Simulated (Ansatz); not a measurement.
System: GeN₂H₄, charge 0, singlet. GeN2H4 (SMILES [Ge]([NH2])[NH2]).
B3LYP-D3(BJ)/def2-TZVP minimum from Ansatz (an electronic-structure program):
```xyz
7

Ge    -0.1817     0.0284     0.4292
N      0.6839     1.2750    -0.6130
H      0.8387     2.2130    -0.2805
H      1.0514     1.1334    -1.5424
N     -0.0988    -1.3665    -0.7695
H      0.3164    -1.3472    -1.6894
H     -0.4889    -2.2677    -0.5460
```
Charge 0, spin multiplicity 1.

Total energies in hartree (Ansatz). UHF or UKS for unpaired electrons; spin-orbit terms are left out. Cores are frozen in correlated methods (noble-gas shells, and filled d and f shells in the p block). No relativity. For partners of very few electrons the exact lower level stands in for a higher one.

```tsv
species	HF/cc-pVTZ	CCSD(T)/cc-pVTZ	HF/cc-pVQZ	CCSD(T)/cc-pVQZ	CCSD(T)/cc-pVDZ	CCSDT(Q)/cc-pVDZ
1: GeN2H4 (SMILES [NH2][Ge][NH2])	-2186.70870	-2187.28738	-2186.72181	-2187.33426	-2187.06170	-2187.06393
2: Ge (triplet)	-2075.36107	-2075.42794	-2075.36359	-2075.43284	-2075.34866	-2075.34895
3: N (quartet)	-54.40069	-54.51471	-54.40372	-54.52482	-54.47850	-54.47866
4: H (doublet)	-0.49981	-0.49981	-0.49995	-0.49995	-0.49928	-0.49928
```

Task: Work out the atomisation energy (electronic, to ground-state atoms) in kcal/mol: take Hartree-Fock from cc-pVQZ, extrapolate the CCSD(T) correlation energy as X^-3 (X = 3, 4), and add CCSDT(Q) - CCSD(T) in cc-pVDZ. 1 hartree = 627.51 kcal/mol.

Result: 
Species 1: correlation (64·(-0.61245) - 27·(-0.57868))/37 = -0.63709; step -0.00223; E1 = -2186.72181 + (-0.63709) + (-0.00223) = -2187.36113
Species 2: correlation (64·(-0.06925) - 27·(-0.06687))/37 = -0.07099; step -0.00029; E2 = -2075.36359 + (-0.07099) + (-0.00029) = -2075.43487
Species 3: correlation (64·(-0.12110) - 27·(-0.11402))/37 = -0.12627; step -0.00016; E3 = -54.40372 + (-0.12627) + (-0.00016) = -54.53015
Species 4: correlation (64·(0.00000) - 27·(0.00000))/37 = 0.00000; step +0.00000; E4 = -0.49995 + (0.00000) + (+0.00000) = -0.49995
-1·E1 +1·E2 +2·E3 +4·E4 = 0.86616 hartree = 543.5 kcal/mol.
